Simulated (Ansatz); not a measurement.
These are B3LYP-D3(BJ)/def2-TZVP in Ansatz (a first-principles code) values and carry that method's errors. No frequencies were computed at this level.

Ansatz 0.2 input:
```yaml
crystal:
  periodic: [false, false, false]
  atoms:
    - { symbol: C, position_ang: [1.781505, -0.910469, 0.001894] }
    - { symbol: Al, position_ang: [0.007246, 0.002391, 0.006514] }
    - { symbol: C, position_ang: [-0.110145, 1.993374, -0.047913] }
    - { symbol: C, position_ang: [-1.666767, -1.082067, 0.048854] }
    - { symbol: H, position_ang: [1.767238, -1.840827, 0.58021] }
    - { symbol: H, position_ang: [2.109362, -1.186066, -1.006118] }
    - { symbol: H, position_ang: [2.577075, -0.285857, 0.421763] }
    - { symbol: H, position_ang: [0.763109, 2.480673, 0.39845] }
    - { symbol: H, position_ang: [-0.18738, 2.381786, -1.069056] }
    - { symbol: H, position_ang: [-0.991437, 2.366667, 0.485285] }
    - { symbol: H, position_ang: [-2.077015, -1.187839, 1.058982] }
    - { symbol: H, position_ang: [-1.512561, -2.098949, -0.327652] }
    - { symbol: H, position_ang: [-2.463822, -0.636414, -0.555911] }
basis:
  gaussian: { orbitals: def2-tzvp }
hamiltonian:
  xc: b3lyp
  dispersion: d3bj
relax:
  max_steps: 150
```

Output:

```
Functional definition: B3LYP
1195 factors; their error is unknown
mean field evaluation 1: about -9838.3955 eV, gradient 9.3e1 eV
mean field evaluation 2: about -9828.2032 eV, gradient 1.0e2 eV
mean field evaluation 4: about -9857.8248 eV, gradient 1.3e0 eV
mean field evaluation 8: about -9857.8221 eV, gradient 3.5e-1 eV
mean field evaluation 16: about -9857.8223 eV, gradient 1.8e-5 eV
mean field -9857.82228690 eV, -362.2682871715 hartree, gradient 1.8e-5 eV, S^2 0.000000; 0 other end points of the search recorded, 0 dependent functions left out
reference -9857.82259847 eV, -362.2682986217 hartree; 20, 20 occupied and 164, 164 virtual orbitals, 1195 factors
relax step   1: F+E_penalty+E_count = -9858.19050504 eV  Δ(F+E_penalty+E_count) = +0.000e0 eV  max|allowed force component| = 2.091e-1 eV/Å  Δτ_max = 0.0000 Å  (25 SCF iters, accepted)
these checks for a lower state are left out or cut short: starts, cluster_reference, orbital_swaps, neighbouring_geometries, increment
1195 factors; their error is unknown
mean field -9857.84740121 eV, -362.2692101056 hartree, gradient 8.8e-6 eV, S^2 0.000000; 0 other end points of the search recorded, 0 dependent functions left out
reference -9857.84771052 eV, -362.2692214725 hartree; 20, 20 occupied and 164, 164 virtual orbitals, 1195 factors
relax step   2: F+E_penalty+E_count = -9858.22020444 eV  Δ(F+E_penalty+E_count) = -2.970e-2 eV  max|allowed force component| = 1.053e-1 eV/Å  Δτ_max = 0.0509 Å  (29 SCF iters, accepted)
these checks for a lower state are left out or cut short: starts, cluster_reference, orbital_swaps, neighbouring_geometries, increment
1195 factors; their error is unknown
mean field -9857.84896721 eV, -362.2692676548 hartree, gradient 8.8e-6 eV, S^2 0.000000; 0 other end points of the search recorded, 0 dependent functions left out
reference -9857.84927563 eV, -362.2692789892 hartree; 20, 20 occupied and 164, 164 virtual orbitals, 1195 factors
relax step   3: F+E_penalty+E_count = -9858.22355748 eV  Δ(F+E_penalty+E_count) = -3.353e-3 eV  max|allowed force component| = 2.905e-2 eV/Å  Δτ_max = 0.0238 Å  (28 SCF iters, accepted)
these checks for a lower state are left out or cut short: starts, cluster_reference, orbital_swaps, neighbouring_geometries, increment
1195 factors; their error is unknown
mean field evaluation 32: about -9857.8573 eV, gradient 3.7e-4 eV
mean field -9857.84909060 eV, -362.2692721894 hartree, gradient 8.9e-6 eV, S^2 0.000000; 0 other end points of the search recorded, 0 dependent functions left out
reference -9857.84939906 eV, -362.2692835250 hartree; 20, 20 occupied and 164, 164 virtual orbitals, 1195 factors
relax step   4: F+E_penalty+E_count = -9858.22368550 eV  Δ(F+E_penalty+E_count) = -1.280e-4 eV  max|allowed force component| = 8.372e-3 eV/Å  Δτ_max = 0.0045 Å  (28 SCF iters, accepted)
1195 factors; their error is unknown
mean field -9857.84909060 eV, -362.2692721894 hartree, gradient 2.4e-5 eV, S^2 0.000000; 1 other end points of the search recorded, 0 dependent functions left out
reference -9857.84939906 eV, -362.2692835250 hartree; 20, 20 occupied and 164, 164 virtual orbitals, 1195 factors
Total energy: -9858.22399396 eV, -362.2830496338 hartree
Atom 0 at     1.754212    -0.892036     0.015575 Å, force    -0.000947     0.002498     0.005420 eV/Å
Atom 1 at     0.007230     0.000669     0.014620 Å, force     0.001624    -0.000236     0.007369 eV/Å
Atom 2 at    -0.108637     1.958600    -0.033958 Å, force    -0.001034    -0.001925     0.005641 eV/Å
Atom 3 at    -1.638522    -1.067011     0.033642 Å, force     0.001499     0.001804    -0.008372 eV/Å
Atom 4 at     1.738861    -1.832049     0.573787 Å, force     0.001465    -0.001146    -0.000947 eV/Å
Atom 5 at     2.045761    -1.146833    -1.010173 Å, force     0.002059    -0.002446    -0.004784 eV/Å
Atom 6 at     2.552010    -0.266506     0.423122 Å, force     0.001190    -0.001057    -0.001196 eV/Å
Atom 7 at     0.763468     2.446443     0.408262 Å, force    -0.000479     0.001129    -0.001132 eV/Å
Atom 8 at    -0.169780     2.305171    -1.072341 Å, force     0.000022     0.002734    -0.004968 eV/Å
Atom 9 at    -1.002451     2.335225     0.470513 Å, force    -0.000170     0.001719    -0.001440 eV/Å
Atom 10 at    -2.017366    -1.154456     1.058823 Å, force    -0.000566    -0.000773     0.003458 eV/Å
Atom 11 at    -1.489461    -2.084739    -0.335027 Å, force    -0.001841    -0.001302     0.000343 eV/Å
Atom 12 at    -2.438917    -0.606075    -0.551542 Å, force    -0.002823    -0.000997     0.000607 eV/Å
Dipole moment:     0.000540     0.000271    -0.000144 e Å
```

Cost: about 40 core-seconds (a rough figure).
